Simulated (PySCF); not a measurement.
Species: C5H15P2 (charge +1).
Numbering: `[CH3:1][P@H+:2]([PH2:3])[C:4]([CH3:5])([CH3:6])[CH3:7]` (hydrogens: H8, H9, H10 on C1; H11 on P2; H12, H13 on P3; H14, H15, H16 on C5; H17, H18, H19 on C6; H20, H21, H22 on C7)

Cartesian coordinates in Å at the PBE0-D3(BJ)/def2-SVP level; atoms count from 1:
```xyz
22
C5H15P2 angstrom
C      1.210   -1.876   -0.851
P      0.804   -0.117   -0.829
P      2.554    0.980   -0.071
C     -0.689    0.259    0.190
C     -0.437   -0.241    1.614
C     -1.879   -0.459   -0.453
C     -0.884    1.777    0.161
H      2.028   -2.057   -1.562
H      0.329   -2.456   -1.162
H      1.525   -2.193    0.154
H      0.501    0.253   -2.161
H      2.184    2.177   -0.752
H      3.364    0.496   -1.143
H     -1.301    0.034    2.238
H     -0.339   -1.336    1.662
H      0.454    0.217    2.070
H     -2.053   -0.136   -1.491
H     -1.774   -1.553   -0.433
H     -2.785   -0.212    0.122
H     -0.059    2.315    0.653
H     -1.803    2.024    0.715
H     -1.005    2.167   -0.862
```

Computed with TDDFT CAM-B3LYP/def2-SVPD, vertical, gas phase, core orbitals frozen in the response (PySCF 2.14.0, density-fitted response routines).

Computed states:

```
state  E (eV)       f
   S1    6.74   0.121
   S2    7.27   0.016
   S3    7.67   0.015
   S4    7.88   0.061
   S5    8.19   0.023
   S6    8.37   0.035
   S7    8.59  0.0011
   S8    8.63   0.080
   S9    8.76   0.179
  S10    8.86  0.0099
```

Broadening: Gaussians 0.5 eV wide at half height, area fixed by f = 4.319×10⁻⁹ ∫ε dν̃. The width is an assumption, not a result. The curve ends short of the highest state used, and states not computed would add to its high-energy end.

Question: What does the envelope look like, and where are its maxima?

Answer: 
```csv
E (eV),ε (L mol⁻¹ cm⁻¹)
5.99,13
6.05,35
6.12,96
6.18,209
6.25,469
6.31,862
6.38,1585
6.44,2450
6.51,3681
6.57,4788
6.64,5884
6.70,6446
6.76,6532
6.83,6029
6.89,5210
6.96,4065
7.02,3132
7.09,2273
7.15,1779
7.22,1453
7.28,1332
7.35,1326
7.41,1425
7.48,1678
7.54,2025
7.61,2567
7.67,3099
7.74,3698
7.80,4104
7.87,4378
7.93,4435
8.00,4362
8.06,4274
8.13,4277
8.19,4468
8.26,5013
```

Maxima: 184 nm (6.74 eV), ε about 6600, made up of S1 (99%); 156 nm (7.92 eV), ε about 4400, made up of S4 (73%) and S5 (13%) (hardly more than a shoulder) (ε in L mol⁻¹ cm⁻¹; maxima over ε = 5, shares over 10%). At its high-energy end, 8.26 eV, the curve is still rising (ε about 5000, from S4, S5, S6, S8 and S9).

Question: Coming from long wavelengths, where does ε first pass 100 L mol⁻¹ cm⁻¹?

Answer: At about 202 nm (6.12 eV), 0.61 eV below S1.

Question: On this curve, what absorbance would a 10⁻³ mol/L sample give at 193 nm over a 1 cm path?

Answer: 193 nm is 6.424 eV, where ε is about 2200 L mol⁻¹ cm⁻¹, so A = ε c l ≈ 2.2 (Beer–Lambert, with the gas-phase spectrum and the assumed width).

Question: What would ε be at 6.74 eV, the highest of these maxima, with half the width (0.25 eV)?

Answer: About 13000 L mol⁻¹ cm⁻¹ against 6560, a factor of about 1.99; a lone state at its own centre would give exactly 2.

The vertical ionisation energy (ΔSCF) is 14.79 eV, 5.94 eV above S10.

One conformer stands for the species.
